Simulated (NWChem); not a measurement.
System: CH$_{4}$CdOS; SMILES C[O][Cd][SH]

The following NWChem deck was run.

```
start job
memory heap 200 mb stack 900 mb global 1100 mb
geometry units angstroms noautosym nocenter noautoz
  Cd    -0.331538    -0.584955     0.401546
  O     -0.624541     1.363877     0.392888
  C     -1.777174     1.984673    -0.074874
  H     -2.699142     1.695543     0.471935
  H     -1.672400     3.079392     0.049276
  H     -1.976364     1.810900    -1.153260
  S      0.146963    -2.864981     0.507744
  H      0.636302    -2.906985    -0.752317
end
basis spherical
  * library def2-svpd
end
ecp
  Cd library def2-ecp
end
dft
  xc pbe0
  iterations 150
end
property
  response 1 0.0
end
task dft property
```

Coordinates come from a PBE0/def2-SVP optimisation. Not confirmed as a minimum by frequencies. def2 effective core potentials on Cd; no spin-orbit coupling.

Static field.

### Question
What results follow from this input? (PBE0/def2-SVPD with def2 effective core potentials on Cd.) Quantities: isotropic polarisability (bohr³); anisotropy (bohr³).

### Answer
```
Property                          Value
--------------------------------  -----
isotropic polarisability (bohr³)   72.0
anisotropy (bohr³)                 48.4
```
